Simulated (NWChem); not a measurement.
System: C$_{2}$H$_{6}$ClFSi; SMILES F[SiH2]CCCl

```xyz
11

F     -0.0057     2.7918    -0.0511
Si     0.4566     1.2203     0.1154
C     -1.0511     0.1544    -0.3196
C     -1.0188    -1.2223     0.3250
Cl     0.5589    -2.0594    -0.0160
H      1.6149     1.0027    -0.8077
H      0.8403     1.0058     1.5516
H     -1.9589     0.6992     0.0224
H     -1.1260     0.0679    -1.4240
H     -1.8147    -1.8952    -0.0485
H     -1.0987    -1.1615     1.4280
```
Atoms are numbered in this order, from 1.

Level: PBE-D3(BJ)/def2-SVP (NWChem), optimised geometry, unscaled harmonic frequencies. 

| frequency (cm⁻¹) | IR intensity (km/mol) |
|---|---|
| 72 | 2.0 |
| 93 | 3.2 |
| 181 | 0.3 |
| 212 | 6.2 |
| 375 | 4.9 |
| 514 | 15.9 |
| 636 | 7.6 |
| 674 | 33.1 |
| 727 | 30.8 |
| 779 | 27.6 |
| 832 | 21.6 |
| 888 | 217.6 |
| 907 | 23.1 |
| 930 | 143.8 |
| 993 | 5.9 |
| 1079 | 5.9 |
| 1137 | 38.8 |
| 1239 | 10.2 |
| 1258 | 19.8 |
| 1367 | 8.6 |
| 1418 | 2.0 |
| 2178 | 90.3 |
| 2207 | 105.2 |
| 2979 | 4.7 |
| 3010 | 17.6 |
| 3041 | 2.8 |
| 3077 | 5.8 |

- zero-point energy = 46.9 kcal/mol
- thermal correction to the enthalpy at 298.15 K (with zero-point energy) = 51.8 kcal/mol
- heat capacity Cv = 23.2 cal/(mol K)
- entropy at 298.15 K and 1 atm (symmetry number 1) = 83.5 cal/(mol K)
- dipole moment = 1.90 D

Rigid rotor and harmonic oscillator; modes under 100 cm⁻¹ make the entropy uncertain.
